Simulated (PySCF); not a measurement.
Ga(H)2(Vi), SMILES [GaH2][CH]=C, singlet (B3LYP/def2-SVP optimised geometry):

```
8

Ga     0.211     1.266     0.000
H      1.787     1.266     0.000
H     -0.606     2.613     0.000
C     -0.691    -0.477     0.000
C      0.004    -1.628     0.001
H     -1.787    -0.547     0.000
H     -0.481    -2.613     0.001
H      1.101    -1.643     0.002
```

Computed with B3LYP/def2-TZVP in PySCF 2.14.0.

Question: What are the frontier orbital energies and the dipole moment?

Answer: HOMO-2 -8.21 eV, HOMO-1 -7.85 eV, HOMO -7.85 eV, LUMO -2.03 eV, LUMO+1 0.16 eV; dipole moment 0.83 D.

On the same geometry PySCF 2.14.0 with PBE/def2-TZVP gives HOMO-2 -7.13 eV, HOMO-1 -7.03 eV, HOMO -6.79 eV, LUMO -2.61 eV, LUMO+1 -0.61 eV; dipole moment 0.88 D.

Meta-Löwdin charges at B3LYP/def2-TZVP: Ga1 0.32, H2 -0.08, H3 -0.08, C4 -0.31, C5 -0.19, H6 0.11, H7 0.12, H8 0.11.
